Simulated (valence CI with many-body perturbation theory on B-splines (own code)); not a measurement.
# Valence orbitals of Lu65+

Calculated by valence CI with perturbative core correlation (CI+MBPT): four valence electrons over a frozen Dirac-Fock core [He], a basis of 11 s, 11 p, 9 d, 7 f, 5 g, 2 h, 1 i functions for each j, with the one-electron correlation potential Σ1, the two-electron term Σ2, the three-electron term Σ3, Breit, model QED; selected CI, second order for the rest (own B-spline code, finite nucleus).

No measured spectrum was set against this ion. As an estimate, large intervals hold to a few tenths of a per cent, small ones and those within an open d or f shell to about a per cent. Among the levels kept, up to 290 cm⁻¹ of a level comes from second order outside the variational space, and about a tenth of that is noise between levels of different J, which matters for small intervals.

These are the spectroscopic orbitals of the CI (the correlating ones are not listed), shaped by the core and the other valence electrons. h is the expectation value of the core's Dirac-Fock operator, without the valence repulsion; Σ1 is computed up to l = 3 at one energy for each symmetry, that of its lowest orbital but kept below the first core excitation, so for empty shells it is not the orbital's own correlation shift; Breit and QED include the response of the core.

```
Orbital  h (hartree)  Σ1 (cm⁻¹)  Breit (cm⁻¹)  QED (cm⁻¹)  ⟨r⟩ (bohr)
  2s1/2      -659.84      -1503        109603      133160     0.07840
  3s1/2      -286.39       -377         30202       38287      0.1835
  4s1/2      -158.47       -148         11926       15632      0.3347
  5s1/2       -100.3      -73.2          5947        7850      0.5310
  2p1/2      -653.09      -4266        220506        5187     0.06467
  3p1/2      -284.49       -979         58374         916      0.1708
  4p1/2       -157.7       -378         23012         337      0.3228
  5p1/2      -99.909       -185         11434         163      0.5200
  2p3/2      -606.66      -2631         73632       17998     0.07161
  3p3/2      -270.69       -607         20434        4741      0.1807
  4p3/2      -151.92       -235          9915        1919      0.3359
  5p3/2       -96.97       -116          4994         964      0.5362
  3d3/2         -270       -281          2113        -264      0.1524
  4d3/2      -151.63       -122          1163       -37.2      0.3083
  5d3/2      -96.824      -62.9           573        -4.2      0.5094
  3d5/2      -266.11       -238           686        1480      0.1557
  4d5/2      -149.98       -102           378         691      0.3124
  5d5/2      -95.978      -52.8           177         367      0.5143
  4f5/2       -149.9      -22.2          12.3        -193      0.2685
  5f5/2      -95.942      -12.6          10.2       -93.5      0.4708
  4f7/2      -149.11      -20.8           3.7         178      0.2707
  5f7/2      -95.533      -11.7           3.0        96.7      0.4733
  5g7/2      -95.522                      0.1       -62.5      0.4132
  5g9/2      -95.281                      0.0        50.1      0.4148
```

Among the shells of the start configuration 2s2 2p2, Σ1 is largest in size for 2p1/2, where it is 0.0030 % of h.

Lowest root of each symmetry, sizes in configuration state functions:

| J | Parity | Roots | Reference | Variational | Second order | Change by selected CI (cm⁻¹) | Change by second order (cm⁻¹) |
| --- | --- | --- | --- | --- | --- | --- | --- |
| 0 | even | 12 | 42 | 21974 | 30637 | -24324 | 0 |
| 1 | even | 20 | 91 | 40000 | 55956 | -20742 | -27 |
| 2 | even | 22 | 100 | 39996 | 115832 | -22456 | -105 |
| 3 | even | 11 | 66 | 39999 | 139878 | -20655 | -64 |
| 4 | even | 5 | 29 | 39663 | 118232 | -22281 | -12 |
| 5 | even | 2 | 8 | 21559 | 28594 | -20390 | -11 |
| 0 | odd | 8 | 35 | 17730 | 17288 | -25530 | -1 |
| 1 | odd | 20 | 92 | 39997 | 86146 | -30090 | -17 |
| 2 | odd | 19 | 103 | 39997 | 95370 | -23665 | -61 |
| 3 | odd | 9 | 77 | 39999 | 121782 | -22578 | -67 |
| 4 | odd | 3 | 44 | 32196 | 74968 | -21270 | -8 |
